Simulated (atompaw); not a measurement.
What one change does to a pseudopotential (Ge (Z = 32), PAW (atompaw))

```json
{
  "Element": "germanium",
  "Generator": "atompaw 4.2.0.5",
  "Type": "PAW",
  "Functional": "PBE",
  "Relativity": "scalar-relativistic",
  "Frozen core": "[Ar] 3d10",
  "Valence charge": "4",
  "Reference configuration": "4s2 4p2",
  "Partial waves": "4s (bound): rc 1.30 bohr; 4s channel at 1.75 Ry: rc 1.30 bohr; 4p (bound): rc 2.20 bohr; 4p channel at 3.55 Ry: rc 2.20 bohr; 4d channel at -0.05 Ry: rc 2.10 bohr; 4d channel at 1.6 Ry: rc 2.20 bohr",
  "Local potential": "bessel scheme, radius 2.15 bohr",
  "Core correction": "smooth core density matched at 2.10 bohr",
  "Augmentation charge": "sinc compensation charge, radius 1.95 bohr; PAW radius 2.20 bohr; waves and projectors: custom polynom vanderbiltortho"
}
```

Change: wave 4s channel at 1.75 Ry: rc 1.30 bohr becomes 4s channel at 1.75 Ry: rc 1.52 bohr.

Cutoffs: the cutoffs (Ry, on a coarse ladder) from which the occupation-weighted sum of valence levels, in a spherical-Bessel basis at the reference potential, stays within 10 and 1 mRy of its value at 400 Ry; they do not see the model core or the augmentation charge, which bear on the density cutoff.

What does the change do?

The potential gets neither clearly harder nor softer (30 Ry and 50 Ry → 30 Ry and 45 Ry); the bound ghost in s disappears; the range in which the s phases agree narrows (upper end at the end of the scan → 2.8).

| quantity | base | changed |
| --- | --- | --- |
| cutoff, loose | 30 Ry | 30 Ry |
| cutoff, tight | 50 Ry | 45 Ry |
| bound ghosts | s | none |
| s: phases at 2.21 bohr within 0.05 rad from the reference energy up to (Ry; the scan ends near 5) | to the end of the scan | 2.8 |
| p: phases at 2.21 bohr within 0.05 rad from the reference energy up to (Ry; the scan ends near 5) | to the end of the scan | to the end of the scan |
| d: phases at 2.21 bohr within 0.05 rad from the reference energy up to (Ry; the scan ends near 5) | 0.7 | 0.7 |
| lowest overlap eigenvalue by channel | s 0.98, p 0.61, d 0.92 | s 0.14, p 0.61, d 0.92 |

 A true bound ghost makes a file unfit for plane-wave use even where its test errors are small: the radial tests pick states by their node count and pass the ghost by. The cutoffs see the waves, projectors and local potential, not the compensation charge or the core.
